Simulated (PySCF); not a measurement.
This PySCF input asks for the NMR shieldings of `C=CCBN(C)C`, C5H12BN; the geometry comes from PBE0-D3(BJ)/def2-SVP.

```python
import basis_set_exchange as bse
import numpy as np
from pyscf import gto, scf
from pyscf.prop import nmr

atoms = """
C     2.661451    0.616592    0.900181
C     2.138303   -0.548992    0.509282
C     1.490455   -0.827603   -0.811648
B    -0.042855   -1.182541   -0.572769
N    -1.056305   -0.223795   -0.491365
C    -2.432290   -0.576172   -0.229935
C    -0.849852    1.200004   -0.604316
H     3.090179    0.744298    1.897613
H     2.689024    1.484978    0.233083
H     2.145409   -1.383690    1.223201
H     1.631020    0.030083   -1.489730
H     1.977740   -1.699302   -1.281224
H    -0.376931   -2.337020   -0.399411
H    -2.531601   -1.665169   -0.144765
H    -3.095703   -0.225415   -1.041214
H    -2.790405   -0.115953    0.708899
H    -1.165641    1.716706    0.319476
H     0.208090    1.430672   -0.771615
H    -1.438301    1.624078   -1.437742
"""
names = dict.fromkeys(["C", "B", "N", "H"], "pcSseg-1")
basis = {el: gto.basis.parse(bse.get_basis(n, elements=[el], fmt="nwchem")) for el, n in names.items()}
mol = gto.M(atom=atoms, basis=basis, charge=0, verbose=0)
mf = scf.RHF(mol)
mf.conv_tol = 1e-9
mf.kernel()

calc = nmr.RHF(mf)   # GIAO
C = mf.mo_coeff
Co = C[:, mf.mo_occ > 0]
resp = mf.gen_response(singlet=True, hermi=2)
def vind(x):   # induced exchange potential for any number of trial vectors
    d = np.einsum("pi,xij,qj->xpq", C, 2 * x.reshape(-1, C.shape[1], Co.shape[1]), Co, optimize=True)
    return np.einsum("xpq,pi,qj->xij", resp(d - d.transpose(0, 2, 1)), C, Co, optimize=True).ravel()
mo1, _ = nmr.rhf.solve_mo1(calc, with_cphf=vind)
sigma = calc.kernel(mo1)
for i, s in enumerate(sigma):   # ppm
    w = np.linalg.eigvalsh((s + s.T) / 2)
    print("%2d %-2s iso %8.1f  s11 %8.1f  s22 %8.1f  s33 %8.1f" % (i, mol.atom_pure_symbol(i), w.mean(), *w))
```

**Question.** What are the results?

**Answer.** 
```
 0 C  iso     71.3  s11    -54.4  s22    107.3  s33    160.9
 1 C  iso     46.2  s11    -95.4  s22     60.0  s33    173.9
 2 C  iso    167.7  s11    153.0  s22    165.4  s33    184.8
 3 B  iso     71.8  s11     37.8  s22     68.2  s33    109.4
 4 N  iso    163.3  s11     38.2  s22    213.3  s33    238.3
 5 C  iso    148.2  s11    122.2  s22    134.2  s33    188.0
 6 C  iso    155.9  s11    138.5  s22    144.3  s33    185.0
 7 H  iso     26.6  s11     23.5  s22     25.2  s33     31.2
 8 H  iso     26.5  s11     22.9  s22     25.7  s33     30.9
 9 H  iso     25.8  s11     23.4  s22     25.7  s33     28.4
10 H  iso     30.2  s11     27.9  s22     29.5  s33     33.1
11 H  iso     30.1  s11     26.6  s22     27.1  s33     36.5
12 H  iso     27.1  s11     24.9  s22     27.3  s33     28.9
13 H  iso     28.5  s11     24.1  s22     27.5  s33     33.9
14 H  iso     29.2  s11     25.1  s22     26.8  s33     35.7
15 H  iso     29.2  s11     25.2  s22     26.9  s33     35.5
16 H  iso     29.5  s11     26.3  s22     26.8  s33     35.5
17 H  iso     28.4  s11     22.9  s22     29.2  s33     33.1
18 H  iso     29.5  s11     25.4  s22     27.0  s33     36.1
```

These numbers come from an equivalent density-fitted implementation of the same equations, which agrees with the script to about 0.01 ppm for H and up to a few tenths of a ppm for heavy atoms, so last digits may differ.

Size and cost of the density-fitted run: 179 basis functions, 9.5 s wall time on 1 thread of an Arm Neoverse V2, shared host; peak memory 0.96 GiB.
